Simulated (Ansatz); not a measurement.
K3H3, relaxed as a singlet with RKS PBE-D4/def2-TZVP in Ansatz, starting from the GFN1-xTB geometry. Force threshold 0.02 eV/Å.

The structure comes from a short search, and lower isomers may exist.

Start:

Cartesian coordinates in Å:
```
K 2.002 -0.357 -0.884
K -0.879 -1.486 1.399
K -1.149 1.811 -0.556
H 1.215 -2.032 0.533
H 0.971 1.638 -1.515
H -2.159 0.426 1.023
```

Question: Estimate the energy that the relaxation releases and the steps that it takes.

Answer: 25.5 kJ/mol, in 4 steps; 3.5 s on 4 threads of Arm Neoverse V2 on a shared host. No frequencies were taken in this run, so the end may be a saddle point.

Question: Does the start keep its bonding and symmetry?

Answer: By distances, no bond broke or formed. The bond that changes most is K3–H6, from 2.33 to 2.46 Å (atoms count from 1). Point group Cs at the start, D3h at the end, both within 0.05 Å.

Question: Predict the relaxed structure.

Answer: 
Cartesian coordinates in Å:
```
K 2.248 -0.405 -0.999
K -0.981 -1.663 1.580
K -1.267 2.067 -0.580
H 1.226 -2.028 0.548
H 0.960 1.625 -1.538
H -2.186 0.403 0.989
```
Bond lengths (bridged metal pairs left out): 6 × H–K 2.46 Å.
